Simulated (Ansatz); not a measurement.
Species: AlOBrH₂, charge 0, singlet. AlOBrH2 (SMILES [OH][AlH][Br]).
B3LYP-D3(BJ)/def2-TZVP minimum from Ansatz (an electronic-structure program):
```
Al
O 1 1.6879
H 2 0.9585 1 124.73
H 1 1.5579 2 119.11 3 180.00
Br 1 2.2656 4 121.19 2 180.00
```

Atomisation energy term by term, kcal/mol (programs: Ansatz). UHF or UKS for unpaired electrons; spin-orbit terms are left out. Cores are frozen in correlated methods (noble-gas shells, and filled d and f shells in the p block). No relativity. CBS(X,Y): correlation extrapolated as X^-3, Hartree-Fock from the larger set. A bracket is a step between two methods taken in the basis named. Where a partner has so few electrons that a lower coupled-cluster level is exact, that level stands in. Spin-orbit terms, left out, reach several kcal/mol for Br and I, and more for heavier atoms.

| term | basis | kcal/mol |
|---|---|---|
| Hartree-Fock | def2-QZVPP | 282.69 |
| CCSD correlation | CBS(def2-TZVPP,def2-QZVPP) | 99.21 |
| (T) | CBS(def2-TZVPP,def2-QZVPP) | 6.97 |
| CCSDT(Q) - CCSD(T) | def2-TZVPP | 0.02 |
| sum: De |  | 388.9 |

The step beyond CCSD(T) by other levels: CCSDT(Q) in def2-SVP 0.49 kcal/mol.
